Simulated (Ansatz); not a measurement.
`[BH2][AlH][O]C` + `BO` → `B[O][AlH][BH2]` + CH₃OH at 500 K and 1 bar (ligand exchange at the Al–O bond).

Calculated with Ansatz (gas phase, PBE0-D4/def2-TZVP geometries, no zero-point term in ΔE). CCSD(T)/CBS is the MP2 limit (def2-TZVPP, def2-QZVPP) plus CCSD(T) − MP2 in def2-TZVPP, frozen cores. This one scheme is used for every species. One conformer a species, not always the lowest.

```
         species  CCSD(T)/CBS energy (Eh)  H − E (kJ/mol)  S (J/(mol·K))
`[BH2][AlH][O]C`               -383.62766           224.2          405.9
            `BO`               -101.80414           113.6          256.0
`B[O][AlH][BH2]`               -369.81639           180.5          403.3
           CH₃OH               -115.61712           157.0          265.4
```

H − E and S are ideal-gas, rigid-rotor, harmonic terms from PBE0-D4/def2-TZVP, for one conformer and one mirror image of each species. 1 Eh = 2625.50 kJ/mol, R = 8.31446 J/(mol·K).

Task: By hand: ΔE, ΔH, ΔS and ΔG.

Result: ΔE = (-369.81639) + (-115.61712) − (-383.62766) − (-101.80414) = -0.00171 Eh = -4.5 kJ/mol. Δ(H − E) = 180.5 + 157.0 − 224.2 − 113.6 = -0.3, so ΔH = -4.8 kJ/mol. ΔS = 403.3 + 265.4 − 405.9 − 256.0 = 6.8 J/(mol·K). ΔG = -4.8 − 500 × (6.8)/1000 = -8.2 kJ/mol.

Task: By hand: the equilibrium constant, and the temperature at which ΔG would vanish if ΔH and ΔS stayed fixed.

Result: log₁₀ K = −ΔG/(RT ln 10) = 0.9. ΔH and −TΔS have one sign here, so there is no such temperature.

TΔS isn't small against ΔH here. A doubt of 5 kJ/mol in ΔE shifts log₁₀ K by 0.5 here. Other conformers and mirror images would add mixing entropy, several J/(mol·K) or more a flexible species. These are equilibria of isolated gas molecules and say nothing of rates. Largest T1 diagnostic: 0.014 (customary marks: 0.02 for closed shells, 0.045 for open ones).

ΔS is within the doubt of such terms, so its sign, and with it that verdict, could turn.
